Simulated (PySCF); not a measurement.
## ORD: SMILES C(=C=C=C(C)F)=CF, C$_{6}$H$_{4}$F$_{2}$

Cartesian coordinates in Å; atom numbers follow the order of the lines, from 1:
```xyz
12

C    -2.4050   -0.4020   -0.9935
C    -1.6408   -0.3947    0.2784
F    -2.3892   -0.7198    1.3369
C    -0.3587   -0.1146    0.4337
C     0.8886    0.1498    0.5353
C     2.1402    0.4104    0.6320
C     3.4126    0.7299    0.7305
F     4.3977   -0.1571    0.6255
H    -3.2501    0.3024   -0.9275
H    -1.7657   -0.1248   -1.8397
H    -2.8266   -1.4050   -1.1702
H     3.7809    1.7472    0.9043
```

Theory: TDDFT CAM-B3LYP/aug-cc-pVDZ circular dichroism and optical rotation, one conformer, gas phase (PySCF 2.14.0). Geometry: PBE0-D3(BJ)/def2-SVP.

No stereocentre is labelled: unless the shape is locked (an allene, a helicene, a hindered biaryl), the mirror image is equally populated and a measured rotation or CD is zero.

Q: What is the specific rotation at 633, 589.3, 546, 436, 405 nm?

A: [α] in deg dm⁻¹ (g/mL)⁻¹:
```csv
λ (nm),origin-invariant length gauge,modified velocity gauge,length gauge (centre of mass),isotropic polarisability (au)
633,-29.3,-17.5,-29.8,105.5
589.3,-33.9,-19.3,-34.4,106.6
546,-39.4,-20.8,-40.0,108.1
436,-50.7,-4.9,-51.3,114.8
405,-35.8,+33.2,-36.4,118.1
```

The shortest wavelength is close to the first absorption, where this undamped response comes out too large.

Where the gauges differ in sign the basis doesn't settle the rotation.

Q: And for the mirror image at 589.3 nm?

A: +33.9 deg dm⁻¹ (g/mL)⁻¹ (origin-invariant length gauge): the same size and the opposite sign.

Q: What is the molar rotation [Φ] = [α]·M/100 of the geometry above at 589.3 nm?

A: With M = 114.09 g/mol, -38.7 deg cm² dmol⁻¹ (origin-invariant length gauge).

The first excitation lies at 3.64 eV (340 nm) with R = +1.3 × 10⁻⁴⁰ esu² cm² (velocity form).
